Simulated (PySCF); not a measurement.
CH5BeNS. Atoms are numbered in the order given.

```xyz
9

Be     0.1594    -1.0474     0.0000
N     -0.2596    -2.4858     0.0000
H     -0.4192    -3.0521     0.8267
H     -0.4192    -3.0521    -0.8267
S      0.7012     0.7736     0.0000
C     -0.9156     1.6352     0.0000
H     -1.5017     1.3964     0.8976
H     -0.7044     2.7131     0.0000
H     -1.5017     1.3964    -0.8976
```
Charge 0, spin multiplicity 1.

Geometry: PBE0-D3(BJ)/def2-SVP. Other conformers were not sampled.

Calculation: B3LYP/pcSseg-1 (PySCF).

GIAO shieldings, no solvent; atoms alike by connectivity are averaged. δ = σ(ref) − σ: ¹⁵N against NH3 (σ = 265.5 ppm); ¹H against TMS (σ = 31.68 ppm); ³³S against H2S (σ = 695.8 ppm); ¹³C against TMS (σ = 181.3 ppm), references at their B3LYP-D3(BJ)/def2-TZVP geometries, non-relativistic.

Computed chemical shifts:
```csv
nucleus,atoms,count,δ (ppm)
¹⁵N,N2,1,36.2
¹H,"H7, H8, H9",3,2.33
¹H,"H3, H4",2,1.45
³³S,S5,1,24.2
¹³C,C6,1,13.2
```
